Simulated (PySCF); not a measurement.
H₂Te, charge -1, doublet, at the geometry of the source list (a state made from the parent by changing its charge; the spin is typed, not shown lowest) (all electrons, no relativity) (in this run its highest filled SCF level lies above zero, so its values depend strongly on the basis, on diffuse functions most of all). Base run: M06/3-21G (PySCF).

PySCF was given this input:
```python
from pyscf import gto, scf, dft

mol = gto.Mole()
mol.atom = '''
    Te   -0.001700    0.789100    0.000000
    H    -1.139100   -0.398000    0.000000
    H     1.140800   -0.391000    0.000000
'''
mol.basis = '3-21g'
mol.charge = -1
mol.spin = 1
mol.verbose = 5
mol.build()

mf = dft.UKS(mol)
mf.xc = 'm06'
mf.kernel()
```

Each row names what was changed in the base input (with any setting that the change needs).

```tsv
change	ΔE vs base (mEh)	grid points	electrons on the grid
base	0.000	41576	55.00000
grids.level = 5	-0.443	93904	55.00000
grids.prune = off	0.001	71432	55.00000
small_rho_cutoff = 0	0.000	41576	55.00000
grids.level = 4	-0.353	63008	55.00000
grids.becke_scheme = stratmann	-0.002	41576	55.00000
grids.atom_grid = (99, 590)	-0.723	95184	55.00000
grids.atom_grid = (30, 110)	-69.763	7368	54.99411
grids.level = 7	-0.459	190272	55.00000
grids.atom_grid = (150, 974)	-0.460	237456	55.00000
grids.prune = dft.gen_grid.treutler_prune	0.001	38520	55.00000
```

Open shells are given as the SCF converged; they aren't shown to be the lowest states, and a large step between rows can be another state.
